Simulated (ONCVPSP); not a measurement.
Before and after: ONCV potential for Be (Z = 4)

```
Element                 : Be (Z = 4)
Generator               : ONCVPSP 4.0.1
Type                    : optimised norm-conserving Vanderbilt (ONCV)
Functional              : LDA (Perdew-Wang 92)
Relativity              : non-relativistic
Frozen core             : none
Valence charge          : 4
Reference configuration : 1s2 2s1 2p1
Partial waves           : 1s+2s: rc 0.95 bohr, ncon 4, nbas 8, qcut 12.7 1/bohr, 2 projectors; 2p: rc 3.35 bohr, ncon 4, nbas 7, qcut 4 1/bohr, 2 projectors, debl 1.7 Ha; d scattering state at 0.45 Ha: rc 3.65 bohr, ncon 4, nbas 9, qcut 2.2 1/bohr, 2 projectors, debl 1.7 Ha
Local potential         : polynomial inside 0.85 bohr (lpopt 5, dvloc0 0 Ha)
Core correction         : none
```

All-electron outer shells of the reference configuration (LDA (PZ), non-relativistic, ld1.x):

| shell | level (eV) | outermost node (bohr) | outermost maximum (bohr) |
| --- | --- | --- | --- |
| 1s | -106.22 | – | 0.27 |
| 2s | -6.14 | 0.60 | 2.02 |
| 2p | -2.60 | – | 2.23 |

Change: p: qcut 3.5.

Cutoffs: the cutoffs (Ha) at which the residual kinetic energy of the hardest occupied pseudo-wave falls to 1 and 0.1 mHa per electron; they do not see the model core or the augmentation charge, which bear on the density cutoff. Errors are all-electron minus pseudo energies relative to the spin-unpolarised reference configuration.

Question: Predict the effect on cutoff, ghosts and configuration errors.

Answer: The potential gets neither clearly harder nor softer (61 Ha and 71 Ha → 61 Ha and 71 Ha); both files keep a bound ghost (p); of the 4 tests that both files solve, the error grows in 4 and shrinks in 0 by more than 15 % and 0.3 meV (median size 21.6 → 26.7 meV).

| quantity | base | changed |
| --- | --- | --- |
| cutoff, loose | 61 Ha | 61 Ha |
| cutoff, tight | 71 Ha | 71 Ha |
| loose cutoff by channel | s 61 Ha, p 4.5 Ha | s 61 Ha, p 4.0 Ha |
| bound ghosts | p | p |
| GHOST(+) flags under 300 eV | none | none |
| error for 1s2 2s2 2p0, meV [ΔE -3.52 eV] | -11 | -13 |
| error for 1s2 2s1 2p0, meV [ΔE 6.00 eV] | +32 | +39 |
| error for 1s2 2s0 2p0, meV [ΔE 23.77 eV] | +105 | +127 |
| error for 1s2 2s0 2p2, meV [ΔE 3.55 eV] | -11 | -14 |
| s: phases at 0.96 bohr within 0.05 rad from the reference energy up to (Ha; the scan ends near 5) | to the end of the scan | to the end of the scan |
| p: phases at 3.40 bohr within 0.05 rad from the reference energy up to (Ha; the scan ends near 5) | n/a | 0.3 |
| d: phases at 3.69 bohr within 0.05 rad from the reference energy up to (Ha; the scan ends near 5) | 1.2 | 1.2 |

 A true bound ghost makes a file unfit for plane-wave use even where its test errors are small: the radial tests pick states by their node count and pass the ghost by.
